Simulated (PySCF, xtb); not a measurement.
Zn(OH) (HOZn), SMILES [OH][Zn] (connectivity only; charge and spin as stated), neutral, multiplicity 2.

Harmonic wavenumbers (cm⁻¹) from xtb with GFN2-xTB at its own minimum, in rising order: 368, 530, 3672.

Task: What does PBE0-D3(BJ)/def2-TZVP run with PySCF give at its own minimum? (Estimate from the structure and the level; the computed values follow.)

Result: 583, 709, 3875. Paired by order, the mean absolute difference is 199 cm⁻¹ and the zero-point energies are 6.5 and 7.4 kcal/mol.
